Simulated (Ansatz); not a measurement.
## What each rung costs, and what it gives

Saddle point of GeH4BrF, closed shell (GeH₃Br ([GeH3][Br]) + HF → GeH₃F ([F][GeH3]) + HBr; bonds formed: Ge1–F7, Br2–H6; bonds broken: Ge1–Br2, H6–F7), PBE0-D4/def2-TZVP structure:

```
atom    x (Å)    y (Å)    z (Å)
 Ge1  -0.5429   0.0555  -0.4822
 Br2   0.7060   1.1165   1.7434
  H3  -0.6103  -1.0750  -1.5251
  H4  -1.7706  -0.0116   0.4200
  H5  -0.1748   1.3689  -1.1624
  H6   1.2926  -0.4044   0.8946
  F7   1.0999  -1.0499   0.1117
```

Barriers are electronic and count from the start structure reached by relaxing down the imaginary mode.

Computed with Ansatz 0.2.0 (basis: as named in each row); correlated methods freeze the cores. Filled d shells of the heavier atoms are correlated. The def2 sets are not built for correlating such inner shells, so the correlated values are less sure here. B3LYP uses VWN-RPA correlation. Extrapolation: Hartree–Fock as exp(−7.88 √X), correlation as X^−2.97.

Times are rough, for one single point on 4 threads of a shared host (Arm Neoverse V1).

The estimate by CCSD(T) at an estimated basis limit (MP2 extrapolated from triple and quadruple zeta, plus CCSD(T) − MP2 in triple zeta) is 31.93 kcal/mol.

| method | basis | time (s) | barrier (kcal/mol) | method less estimate |
| --- | --- | --- | --- | --- |
| HF | STO-3G | under 1 | 39.23 | 7.30 |
| SPW92 | def2-SVP | under 1 | 12.27 | -19.66 |
| PBE-D4 | STO-3G | under 1 | -2.23 | -34.15 |
| PBE-D4 | def2-SVP | under 1 | 17.74 | -14.18 |
| B3LYP-D4 | 6-31G | 1 | 16.97 | -14.96 |
| PBE0-D4 | def2-SVP | 2 | 23.06 | -8.87 |
| PBE-D4 | def2-TZVPP | 2 | 24.27 | -7.66 |
| BHLYP-D4 | def2-TZVPP | 2 | 31.73 | -0.20 |
| BLYP-D4 | def2-TZVPP | 2 | 25.38 | -6.55 |
| SPW92 | def2-TZVPP | 2 | 19.15 | -12.78 |
| B3LYP-D4 | def2-TZVPP | 3 | 28.22 | -3.71 |
| CAM-B3LYP-D4 | def2-TZVPP | 4 | 28.64 | -3.28 |
| PBE0-D4 | def2-TZVPP | 4 | 28.07 | -3.86 |
| r2SCAN-D4 | def2-TZVPP | 4 | 25.90 | -6.03 |
| RPA on PBE | def2-TZVPP | 4 | 31.02 | -0.91 |
| B2PLYP | def2-TZVPP | 5 | 29.71 | -2.22 |
| PBE-QIDH | def2-TZVPP | 5 | 30.67 | -1.26 |
| r2SCAN0-D4 | def2-TZVPP | 5 | 28.77 | -3.16 |
| wB97M-V | def2-SVP | 6 | 22.61 | -9.31 |
| CCSD(T) | def2-SVP | 6 | 29.68 | -2.25 |
| wB97X-V | def2-TZVPP | 7 | 29.42 | -2.51 |
| B97M-V | def2-TZVPP | 8 | 28.34 | -3.58 |
| wB97M-V | def2-TZVPP | 8 | 28.19 | -3.74 |
| MP2 | def2-QZVPP | 20 | 31.30 | -0.63 |
| CCSD(T) | def2-TZVPP | 86 | 31.70 | -0.22 |

All methods are single points on the PBE0-D4 structures; a negative value means that the method puts the saddle structure below the start.

The T1 diagnostic stays at or below 0.011.

Labels in which every atom is bracketed show which atoms are joined, not bond orders.
